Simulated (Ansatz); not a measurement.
An input meant for Si6Cl6 prismane (Si₆Cl₆) (charge 0, triplet; atoms displaced at random, 0.03 Å in each coordinate).

```yaml
crystal:
  periodic: [false, false, false]
  atoms:
    - {symbol: Si, position_ang: [-0.632484, 1.611110, -0.578026]}
    - {symbol: Cl, position_ang: [-1.458972, 3.390649, -1.185320]}
    - {symbol: Si, position_ang: [0.518063, -0.089072, -1.757751]}
    - {symbol: Cl, position_ang: [1.114061, -0.299747, -3.719692]}
    - {symbol: Si, position_ang: [1.572169, 0.909806, 0.151874]}
    - {symbol: Cl, position_ang: [3.274947, 2.068532, 0.360023]}
    - {symbol: Si, position_ang: [0.590279, -0.671148, 1.583544]}
    - {symbol: Cl, position_ang: [1.362009, -1.451804, 3.375623]}
    - {symbol: Si, position_ang: [-1.584122, 0.016166, 0.863067]}
    - {symbol: Cl, position_ang: [-3.498146, 0.033816, 1.829812]}
    - {symbol: Si, position_ang: [-0.422575, -1.776234, -0.349704]}
    - {symbol: Cl, position_ang: [-0.859939, -3.711303, -0.710730]}
basis:
  gaussian: {orbitals: x2c-TZVPPall, fitting: {mean_field: cc-pVTZ-jkfit}}
magnetization: {spin_polarized: true, initial_magnetization: 2}
hamiltonian: {xc: {name: B2PLYP}, dispersion: d2}
scf: {omitted_lower_state_checks: [starts]}
output: {forces: true}
```

```sh
$ ansatz run in.yaml --threads 4 --pin off --events-out ev --progress --plain --max-ram 6963MiB
```

Shortened log:

```
Error: YAML parse error: error: line 19 column 47: hamiltonian.dispersion: `d2` is not `none`, `rvv10`, `d3bj`, `d3bjatm`, `d4` or a map `{method: …, s8: …, a1: …, a2_bohr: …}` (numbers without units, a2 in bohr) or `{method: …, functional: …}`
  --> <input>:19:47
   |
17 |   gaussian: {orbitals: x2c-TZVPPall, fitting: {mean_field: cc-pVTZ-jkfit}}
18 | magnetization: {spin_polarized: true, initial_magnetization: 2}
19 | hamiltonian: {xc: {name: B2PLYP}, dispersion: d2}
   |                                               ^ hamiltonian.dispersion: `d2` is not `none`, `rvv10`, `d3bj`, `d3bjatm`, `d4` or a map `{method: …, s8: …, a1: …, a2_bohr: …}` (numbers without units, a2 in bohr) or `{method: …, functional: …}`
20 | scf: {omitted_lower_state_checks: [starts]}
21 | output: {forces: true}
   |
```

Q: What is wrong with this run?

A: The program holds no damping parameters for this pairing of functional and dispersion term, so they'd have to be typed. The input was rejected before any iteration.
